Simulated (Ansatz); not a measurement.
Steps of a relaxation of `C=CBCI` with RKS PBE0-D4/def2-TZVP.

```sh
$ ansatz run in.yaml --threads 4 --pin off --events-out ev --progress --plain --max-ram 10444MiB
```

```yaml
crystal:
  periodic: [false, false, false]
  atoms:
    - {symbol: C, position_ang: [-1.748056, -0.672761, 1.013871]}
    - {symbol: C, position_ang: [-0.705573, -0.667223, 0.149171]}
    - {symbol: B, position_ang: [0.367639, 0.454436, 0.174538]}
    - {symbol: C, position_ang: [1.688295, 0.365413, -0.671797]}
    - {symbol: I, position_ang: [0.686868, 1.520756, -2.268197]}
    - {symbol: H, position_ang: [-1.885822, 0.157711, 1.728080]}
    - {symbol: H, position_ang: [-2.491236, -1.488516, 1.055276]}
    - {symbol: H, position_ang: [-0.609917, -1.521887, -0.548993]}
    - {symbol: H, position_ang: [0.219809, 1.416667, 0.909204]}
    - {symbol: H, position_ang: [2.564198, 0.971409, -0.381687]}
    - {symbol: H, position_ang: [1.979295, -0.593105, -1.138865]}
basis:
  gaussian: {orbitals: def2-TZVP}
hamiltonian: {xc: pbe0, dispersion: d4}
relax: {f_tol: 0.005, max_steps: 150}
```

Positions (Å) and forces (eV/Å) along the path, 8 of 8 steps:

```xyz
11
step=1 energy=-11982.4912 eV
C    -1.748   -0.673    1.014    0.393    0.049   -0.279
C    -0.706   -0.667    0.149   -0.557   -0.256    0.291
B     0.368    0.454    0.175    0.051    0.138    0.137
C     1.688    0.365   -0.672    0.100    0.042   -0.161
I     0.687    1.521   -2.268    0.219   -0.241    0.325
H    -1.886    0.158    1.728    0.065   -0.453   -0.385
H    -2.491   -1.489    1.055    0.422    0.444   -0.041
H    -0.610   -1.522   -0.549   -0.076    0.430    0.370
H     0.220    1.417    0.909    0.054   -0.369   -0.301
H     2.564    0.971   -0.382   -0.493   -0.307   -0.182
H     1.979   -0.593   -1.139   -0.179    0.521    0.225
11
step=2 energy=-11982.5403 eV
C    -1.735   -0.668    1.005    0.043    0.042   -0.048
C    -0.700   -0.668    0.155   -0.101   -0.095    0.052
B     0.370    0.446    0.191    0.022    0.046   -0.005
C     1.672    0.365   -0.666    0.160   -0.015   -0.039
I     0.705    1.491   -2.234   -0.144    0.128   -0.160
H    -1.876    0.154    1.708    0.016   -0.135   -0.085
H    -2.474   -1.470    1.038    0.110    0.114   -0.003
H    -0.608   -1.512   -0.535   -0.005    0.124    0.106
H     0.219    1.403    0.906    0.025   -0.124   -0.066
H     2.536    0.977   -0.403   -0.112   -0.184    0.058
H     1.955   -0.575   -1.145   -0.013    0.101    0.190
11
step=3 energy=-11982.5460 eV
C    -1.727   -0.665    1.000   -0.003   -0.016    0.088
C    -0.699   -0.664    0.150    0.035    0.023   -0.052
B     0.364    0.454    0.176    0.012   -0.028    0.016
C     1.662    0.374   -0.680    0.069   -0.080    0.142
I     0.691    1.503   -2.248    0.034    0.008   -0.035
H    -1.857    0.145    1.711   -0.035    0.040    0.005
H    -2.457   -1.466    1.038   -0.037   -0.028   -0.003
H    -0.608   -1.505   -0.536    0.005   -0.016   -0.034
H     0.218    1.399    0.896   -0.018    0.018    0.012
H     2.529    0.950   -0.373   -0.023    0.070   -0.060
H     1.949   -0.582   -1.112   -0.039    0.009   -0.079
11
step=4 energy=-11982.5485 eV
C    -1.727   -0.669    1.006   -0.025    0.046   -0.027
C    -0.699   -0.666    0.153    0.000   -0.013    0.001
B     0.367    0.449    0.182    0.003    0.000   -0.003
C     1.665    0.371   -0.675    0.046   -0.031    0.040
I     0.698    1.502   -2.249   -0.002    0.013   -0.022
H    -1.869    0.151    1.705    0.009   -0.028    0.011
H    -2.462   -1.468    1.039    0.014   -0.002    0.010
H    -0.609   -1.506   -0.535    0.008    0.004    0.011
H     0.220    1.396    0.903   -0.004   -0.011   -0.003
H     2.531    0.959   -0.384   -0.027    0.003   -0.013
H     1.951   -0.578   -1.124   -0.021    0.018   -0.004
11
step=5 energy=-11982.5487 eV
C    -1.731   -0.666    1.002    0.032   -0.002    0.025
C    -0.700   -0.665    0.152   -0.011   -0.011    0.003
B     0.367    0.449    0.183    0.002    0.005   -0.009
C     1.666    0.370   -0.673    0.024   -0.009    0.005
I     0.701    1.502   -2.250   -0.011    0.012   -0.015
H    -1.868    0.149    1.709   -0.011   -0.010   -0.017
H    -2.462   -1.468    1.041    0.002    0.015   -0.010
H    -0.608   -1.508   -0.534   -0.002    0.012    0.004
H     0.218    1.396    0.903   -0.001   -0.011   -0.004
H     2.531    0.961   -0.386   -0.015   -0.010    0.005
H     1.950   -0.577   -1.127   -0.009    0.008    0.013
11
step=6 energy=-11982.5488 eV
C    -1.729   -0.667    1.004    0.009    0.009    0.004
C    -0.699   -0.665    0.153   -0.004   -0.006   -0.001
B     0.367    0.449    0.182    0.004    0.000   -0.004
C     1.666    0.370   -0.674    0.013   -0.006    0.005
I     0.701    1.503   -2.251   -0.003    0.004   -0.006
H    -1.868    0.149    1.708   -0.004   -0.005   -0.001
H    -2.462   -1.468    1.040    0.002    0.002   -0.001
H    -0.608   -1.507   -0.534    0.001    0.003    0.001
H     0.218    1.395    0.903   -0.002   -0.003   -0.001
H     2.530    0.960   -0.385   -0.007    0.001    0.001
H     1.949   -0.577   -1.126   -0.008    0.002    0.002
11
step=7 energy=-11982.5488 eV
C    -1.728   -0.667    1.004    0.005    0.007    0.000
C    -0.699   -0.666    0.153   -0.002   -0.004   -0.001
B     0.367    0.449    0.182    0.003    0.000   -0.002
C     1.666    0.370   -0.673    0.005   -0.001    0.001
I     0.701    1.503   -2.252    0.000    0.001    0.000
H    -1.868    0.149    1.708   -0.003   -0.002    0.002
H    -2.462   -1.467    1.040    0.000   -0.001    0.000
H    -0.608   -1.507   -0.534    0.000    0.000    0.000
H     0.218    1.395    0.902   -0.002    0.000    0.000
H     2.530    0.960   -0.385   -0.002    0.002    0.001
H     1.949   -0.578   -1.125   -0.004   -0.001    0.000
11
step=8 energy=-11982.5488 eV
C    -1.728   -0.667    1.004    0.002    0.003    0.000
C    -0.699   -0.665    0.153   -0.001   -0.002   -0.002
B     0.367    0.449    0.182    0.001    0.000    0.000
C     1.666    0.370   -0.673    0.001    0.001   -0.002
I     0.702    1.504   -2.252    0.001   -0.001    0.002
H    -1.868    0.149    1.708   -0.002    0.000    0.002
H    -2.461   -1.467    1.040    0.000   -0.001    0.000
H    -0.608   -1.507   -0.534    0.000   -0.001   -0.001
H     0.218    1.395    0.902   -0.001    0.001    0.000
H     2.530    0.960   -0.384    0.000    0.001    0.001
H     1.948   -0.578   -1.125   -0.001   -0.001   -0.001
```

It took 25 s on 4 threads of an Intel Xeon Platinum 8488C on a shared host, with 0.6 GiB of host memory at the peak.
